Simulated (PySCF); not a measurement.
This PySCF input asks for the NMR shieldings of `[SiH3]C#[N+][AlH2-]/[CH]=N\CC[SiH3]`, C4H13AlN2Si2; the geometry comes from GFN2-xTB.

```python
import basis_set_exchange as bse
import numpy as np
from pyscf import gto, dft
from pyscf.prop import nmr

atoms = """
Si    4.685209    0.828001   -0.873159
C     3.314943    0.872356    0.401298
N     2.412230    0.859309    1.124535
Al    0.703103    0.124302    1.686849
C     0.305176   -0.223424   -0.301806
N    -0.783176   -0.813289   -0.571515
C    -1.647763   -1.171536    0.500179
C    -2.844196   -0.236802    0.446838
Si   -3.312011    0.027147   -1.380471
H     5.830912    1.506474   -0.270190
H     4.160667    1.545090   -2.031646
H     4.928792   -0.590148   -1.114403
H     1.221066   -1.061779    2.573300
H    -0.148908    1.238096    2.371893
H     0.881168    0.045072   -1.199652
H    -1.968706   -2.206079    0.346303
H    -1.112717   -1.101440    1.480175
H    -3.666411   -0.644825    1.032765
H    -2.557832    0.715563    0.899281
H    -2.439541    1.011566   -2.014446
H    -3.283412   -1.248633   -2.090764
H    -4.689004    0.544364   -1.401576
"""
names = dict.fromkeys(["Si", "C", "N", "Al", "H"], "pcSseg-1")
basis = {el: gto.basis.parse(bse.get_basis(n, elements=[el], fmt="nwchem")) for el, n in names.items()}
mol = gto.M(atom=atoms, basis=basis, charge=0, verbose=0)
mf = dft.RKS(mol, xc="PBE0")
mf.grids.level = 2
mf.grids.alignment = dft.numint.BLKSIZE   # the property module wants whole blocks of grid points
mf.conv_tol = 1e-9
mf.kernel()

calc = nmr.RKS(mf)   # GIAO
C = mf.mo_coeff
Co = C[:, mf.mo_occ > 0]
resp = mf.gen_response(singlet=True, hermi=2)
def vind(x):   # induced exchange potential for any number of trial vectors
    d = np.einsum("pi,xij,qj->xpq", C, 2 * x.reshape(-1, C.shape[1], Co.shape[1]), Co, optimize=True)
    return np.einsum("xpq,pi,qj->xij", resp(d - d.transpose(0, 2, 1)), C, Co, optimize=True).ravel()
mo1, _ = nmr.rhf.solve_mo1(calc, with_cphf=vind)
sigma = calc.kernel(mo1)
for i, s in enumerate(sigma):   # ppm
    print("%2d %-2s %9.2f" % (i, mol.atom_pure_symbol(i), np.trace(s) / 3))
```

Task: What does it print?

Result: 
```
 0 Si    444.25
 1 C      46.64
 2 N     -36.94
 3 Al    445.51
 4 C     -26.21
 5 N    -198.92
 6 C     115.49
 7 C     175.36
 8 Si    426.69
 9 H      27.25
10 H      27.00
11 H      27.11
12 H      27.20
13 H      27.63
14 H      23.08
15 H      27.03
16 H      28.67
17 H      30.84
18 H      30.54
19 H      27.79
20 H      27.70
21 H      27.94
```

These numbers come from an equivalent density-fitted implementation of the same equations, which agrees with the script to about 0.01 ppm for H and up to a few tenths of a ppm for heavy atoms, so last digits may differ.

Size and cost of the density-fitted run: 239 basis functions, 2.5 min wall time on 1 thread of an Arm Neoverse N1, shared host; peak memory 1.2 GiB.
